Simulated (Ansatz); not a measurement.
C2H9NOSi (`COCN[SiH3]`), one more setting.

```yaml
crystal:
  periodic: [false, false, false]
  atoms:
    - {symbol: C, position_ang: [-0.796521, 1.843291, 0.050161]}
    - {symbol: O, position_ang: [0.291573, 1.234090, 0.689676]}
    - {symbol: C, position_ang: [0.014863, -0.071334, 1.144874]}
    - {symbol: N, position_ang: [-0.219191, -1.043354, 0.121789]}
    - {symbol: Si, position_ang: [1.000016, -1.507819, -1.009805]}
    - {symbol: H, position_ang: [-0.502716, 2.864375, -0.192246]}
    - {symbol: H, position_ang: [-1.068902, 1.328447, -0.879588]}
    - {symbol: H, position_ang: [-1.679281, 1.874635, 0.705737]}
    - {symbol: H, position_ang: [-0.851791, -0.049459, 1.820723]}
    - {symbol: H, position_ang: [0.901216, -0.351700, 1.718854]}
    - {symbol: H, position_ang: [-1.184409, -1.142463, -0.148397]}
    - {symbol: H, position_ang: [2.252088, -1.737700, -0.243841]}
    - {symbol: H, position_ang: [1.290271, -0.512023, -2.080473]}
    - {symbol: H, position_ang: [0.539887, -2.758087, -1.668663]}
basis:
  gaussian: {orbitals: cc-pVTZ}
magnetization: {spin_polarized: true, initial_magnetization: 0}
hamiltonian: {xc: {name: r2SCAN50}, dispersion: d3bjatm}
output: {forces: true}
```

```sh
$ ansatz run in.yaml --threads 4 --pin off --events-out ev --progress --plain --max-ram 10444MiB
```

Output, abridged:

```
Functional definition: r2SCAN50
1643 factors; their error is unknown
mean field evaluation 1: about -13627.8928 eV, gradient 3.4e1 eV
mean field evaluation 2: about -13628.4782 eV, gradient 3.1e1 eV
mean field evaluation 4: about -13632.3316 eV, gradient 1.1e0 eV
mean field evaluation 8: about -13632.4250 eV, gradient 2.8e-1 eV
mean field evaluation 16: about -13632.4252 eV, gradient 3.4e-5 eV
mean field -13632.42518622 eV, -500.9823852039 hartree, gradient 3.4e-5 eV, S^2 0.000000; 0 other end points of the search recorded, 0 dependent functions left out
reference -13632.42519537 eV, -500.9823855403 hartree; 25, 25 occupied and 255, 255 virtual orbitals, 1643 factors
Total energy: -13632.52763213 eV, -500.9861500215 hartree
Atom 0 at    -0.796521     1.843291     0.050161 Å, force     0.112657    -0.045170     0.064216 eV/Å
Atom 1 at     0.291573     1.234090     0.689676 Å, force    -0.560741    -0.349699    -0.101747 eV/Å
Atom 2 at     0.014863    -0.071334     1.144874 Å, force     0.045525     0.162169    -0.003458 eV/Å
Atom 3 at    -0.219191    -1.043354     0.121789 Å, force    -0.193406     0.185111    -0.044918 eV/Å
Atom 4 at     1.000016    -1.507819    -1.009805 Å, force    -0.055494     0.016027     0.071708 eV/Å
Atom 5 at    -0.502716     2.864375    -0.192246 Å, force    -0.093049    -0.331142     0.081204 eV/Å
Atom 6 at    -1.068902     1.328447    -0.879588 Å, force     0.112707     0.144308     0.317341 eV/Å
Atom 7 at    -1.679281     1.874635     0.705737 Å, force     0.308238    -0.024190    -0.199264 eV/Å
Atom 8 at    -0.851791    -0.049459     1.820723 Å, force     0.296984     0.018657    -0.239189 eV/Å
Atom 9 at     0.901216    -0.351700     1.718854 Å, force    -0.296179     0.087001    -0.199322 eV/Å
Atom 10 at    -1.184409    -1.142463    -0.148397 Å, force     0.458108     0.070514     0.130682 eV/Å
Atom 11 at     2.252088    -1.737700    -0.243841 Å, force    -0.151109     0.028417    -0.093988 eV/Å
Atom 12 at     1.290271    -0.512023    -2.080473 Å, force    -0.045302    -0.114421     0.136896 eV/Å
Atom 13 at     0.539887    -2.758087    -1.668663 Å, force     0.061063     0.152416     0.079840 eV/Å
Dipole moment:    -0.401430    -0.010326     0.002737 e Å
```

Run time 3.9 s (4 threads of an AMD EPYC 9R45 on a shared host); peak host memory 1.1 GiB.
